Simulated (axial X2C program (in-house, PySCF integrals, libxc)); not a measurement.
Spin–orbit effects down a group: molecules with Ti (ions), PBE0

Calculated with an in-house all-electron X2C program for linear molecules (integrals from PySCF), spin-free (one-electron X2C) or two-component (2c: spin–orbit coupling with atomic mean-field Coulomb and Gaunt terms, which also bring small scalar terms), in Dyall basis sets with cores contracted in-house; open shells are unrestricted.

Basis sets: Br dyall-acv3z, Cl dyall-av3z, F dyall-av3z, Ti dyall-acv3z.

```
molecule  spin-free state  Re (Å)  ωe (cm⁻¹)  De (eV)  2c state  Re 2c (Å)  ωe 2c (cm⁻¹)  De 2c (eV)
    TiF⁻   M_S = 1, Λ = 0   1.816      627.7     3.71     Ω = 1      1.816         627.7         n/a
   TiCl⁻   M_S = 1, Λ = 3   2.345      328.5     2.03     Ω = 2      2.345         328.5         n/a
   TiBr⁻   M_S = 1, Λ = 3   2.512      240.1     1.71     Ω = 2      2.511         240.4         n/a
```

Question: Work out the shifts from the spin-free to the two-component result.

Answer: 

```csv
molecule,2c state,ΔRe (Å),Δωe (cm⁻¹),ΔDe (eV)
TiF⁻,Ω = 1,0.000,0.0,n/a
TiCl⁻,Ω = 2,0.000,0.0,n/a
TiBr⁻,Ω = 2,-0.001,0.3,n/a
```

Shifts of one unit in the last digit are rounding.

Fragments in 2c: Ti + F-, Ti + Cl-, Br- + Ti. Each entry is the lowest single determinant of a limited PBE0 search at one distance. De goes to single-determinant-based atoms at the same level (for ions the charge split of lowest energy) and is withheld (n/a) where an atom does not fit its ground term or J level. Main or longest-lived isotopes. One determinant is a doubtful description, or other states lie close, for TiF⁻, TiCl⁻, TiBr⁻; these need not be ground states, and all values refer to the states named. Some open-shell Ω = 0 determinants are out of reach, so the Ω given for TiF⁻ need not be the lowest component. With several unpaired electrons the Ω given is that of one determinant, not necessarily of the lowest component. The functionals have no current term, which raises determinants with orbital currents.
